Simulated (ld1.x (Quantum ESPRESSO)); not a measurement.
**An all-electron radial function and its pseudo partner (As (Z = 33))**

Columns: radius, all-electron u(r) and pseudo u(r) of the 4p shell (level -5.35 eV) of arsenic in the configuration [Ar] 3d10 4s2 4p3; LDA (PZ), scalar-relativistic, PAW scheme, ld1.x (Quantum ESPRESSO) 7.5.

```json
{"r (bohr)": "0.118", "all-electron": "0.1686", "pseudo": "0.0085"}
{"r (bohr)": "0.235", "all-electron": "-0.0415", "pseudo": "0.0332"}
{"r (bohr)": "0.353", "all-electron": "-0.2395", "pseudo": "0.0731"}
{"r (bohr)": "0.470", "all-electron": "-0.2825", "pseudo": "0.1251"}
{"r (bohr)": "0.588", "all-electron": "-0.2120", "pseudo": "0.1871"}
{"r (bohr)": "0.705", "all-electron": "-0.0875", "pseudo": "0.2547"}
{"r (bohr)": "0.822", "all-electron": "0.0529", "pseudo": "0.3247"}
{"r (bohr)": "0.940", "all-electron": "0.1891", "pseudo": "0.3944"}
{"r (bohr)": "1.058", "all-electron": "0.3099", "pseudo": "0.4598"}
{"r (bohr)": "1.175", "all-electron": "0.4106", "pseudo": "0.5180"}
{"r (bohr)": "1.292", "all-electron": "0.4919", "pseudo": "0.5677"}
{"r (bohr)": "1.410", "all-electron": "0.5555", "pseudo": "0.6080"}
{"r (bohr)": "1.528", "all-electron": "0.6025", "pseudo": "0.6382"}
{"r (bohr)": "1.645", "all-electron": "0.6350", "pseudo": "0.6585"}
{"r (bohr)": "1.763", "all-electron": "0.6555", "pseudo": "0.6700"}
{"r (bohr)": "1.880", "all-electron": "0.6659", "pseudo": "0.6739"}
{"r (bohr)": "1.998", "all-electron": "0.6679", "pseudo": "0.6717"}
{"r (bohr)": "2.115", "all-electron": "0.6633", "pseudo": "0.6645"}
{"r (bohr)": "2.232", "all-electron": "0.6534", "pseudo": "0.6535"}
{"r (bohr)": "2.350", "all-electron": "0.6391", "pseudo": "0.6391"}
{"r (bohr)": "2.468", "all-electron": "0.6216", "pseudo": "0.6216"}
{"r (bohr)": "2.585", "all-electron": "0.6018", "pseudo": "0.6018"}
{"r (bohr)": "2.702", "all-electron": "0.5803", "pseudo": "0.5803"}
{"r (bohr)": "2.820", "all-electron": "0.5574", "pseudo": "0.5574"}
{"r (bohr)": "2.938", "all-electron": "0.5338", "pseudo": "0.5338"}
{"r (bohr)": "3.055", "all-electron": "0.5100", "pseudo": "0.5100"}
```

Q: How many radial nodes do the two functions have?

A: The all-electron 4p function has n − l − 1 = 2; the pseudo-wave has 0, since the states of the same l below it are removed with the core.

Q: At about which radius was the pseudo-wave matched?

A: 2.35 bohr. The columns agree to 0.0005 from 2.23 bohr on; several derivatives are matched, so the curves merge somewhat inside the radius.

Q: Is the pseudo-wave norm-conserving?

A: No, it belongs to a PAW set: the norm inside the radius is not constrained, and the difference is carried by the augmentation charge.
